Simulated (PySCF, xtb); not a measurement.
AlBr2, SMILES [Br][Al+][Br], charge +1.

GFN2-xTB run with xtb at its own geometry gives an orbital gap of 3.25 eV.

Coordinates come from a PBE-D3(BJ)/def2-TZVP optimisation. The spin state was assumed, not searched. The isomer is the one that the SMILES or the coordinates give; other isomers of the formula were not compared.

Question: What does PySCF with HF/def2-TZVPD give? (The exact figures need the calculation; the answer reports its results.)

Answer: gap 12.28 eV (levels -17.56 and -5.28 eV).
